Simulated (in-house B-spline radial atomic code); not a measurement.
RPA and G0W0 for Tl⁺, [Xe] 4f14 5d10 6s2, as one setting changes: the share of exact exchange in the PBE hybrid start. A dash marks a level of low quasi-particle weight. Computed with a B-spline radial code for spherical atoms: all electrons, scalar-relativistic (spin-free one-electron X2C), finite nucleus, each spin shell either full or empty, empty states to l = 9 with an (l + 1/2)⁻⁴ tail; G0W0 by contour deformation at full frequency.

Without the two-electron picture change, the correlation of inner shells comes somewhat too large for so heavy an element.

```csv
share of exact exchange in the PBE hybrid start,mean-field level (eV),G0W0 level (eV),RPA correlation (Eh)
0,-16.273,6s -20.817,-7.2522
0.1,-16.615,6s -20.777,-7.1987
0.2,-16.955,6s -20.733,-7.1468
0.3,-17.294,6s -20.686,-7.0963
0.4,-17.631,6s -20.638,-7.0472
0.5,?,?,?
0.6,?,?,?
0.7,-18.633,6s -20.486,-6.9069
0.8,-18.963,6s -20.434,-6.8623
0.9,-19.292,6s -20.383,-6.8188
1,-19.619,6s -20.332,-6.7762
```

**Question.** What belongs in the row for 0.6?

**Answer.** mean-field level (eV): -18.300; G0W0 level (eV): 6s -20.537; RPA correlation (Eh): -6.9525.

**Question.** What belongs in the row for 0.5?

**Answer.** mean-field level (eV): -17.966; G0W0 level (eV): 6s -20.588; RPA correlation (Eh): -6.9992.
